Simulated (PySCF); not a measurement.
Potential energy of PBr⁺ along the bond

Set-up: PySCF, no relativity, basis sets P def2-TZVPPD, Br def2-TZVPPD. Energies in eV from P⁺ + Br in their ground configurations at the same level. State: ²Π (doublet), unpaired electrons π ↑.

```csv
R (Å),PBE,r²SCAN
1.772,-3.050,-2.948
1.854,-3.990,-3.862
1.936,-4.520,-4.363
1.998,-4.723,-4.543
2.060,-4.801,-4.599
2.122,-4.787,-4.563
2.204,-4.661,-4.408
2.307,-4.390,-4.104
2.431,-3.974,-3.651
2.596,-3.376,-3.036
```

Q: Put a parabola through the three lowest points of the PBE curve and estimate Re, k and ωe (reduced mass 22.24 u; 1 eV/Å² = 0.16022 mdyn/Å; ωe = 1302.8·√(k/μ) cm⁻¹).

A: Through R = 1.998, 2.06, 2.122 Å the second-order coefficient is 12.0 eV/Å², so Re ≈ 2.082 Å, k ≈ 3.83 mdyn/Å and ωe ≈ 541 cm⁻¹. A polynomial fit of higher order to the unrounded PBE energies gives Re = 2.079 Å, k = 3.58 mdyn/Å, ωe = 523 cm⁻¹; anharmonicity and rounding make the difference.

The higher-order fit for each curve: PBE: Re = 2.079 Å, ωe = 523 cm⁻¹, De = 4.81 eV; r²SCAN: Re = 2.064 Å, ωe = 541 cm⁻¹, De = 4.60 eV.

⟨S²⟩ of the unrestricted solution departs from its pure value on part of the curve, where spin states mix. Spin–orbit coupling is left out. For an ion De counts to the pair picked by the measured ionisation energies or electron affinities, which need not be the lowest pair at this level. The state is the lowest determinant that a PBE0 search found; another state may lie lower at other levels.
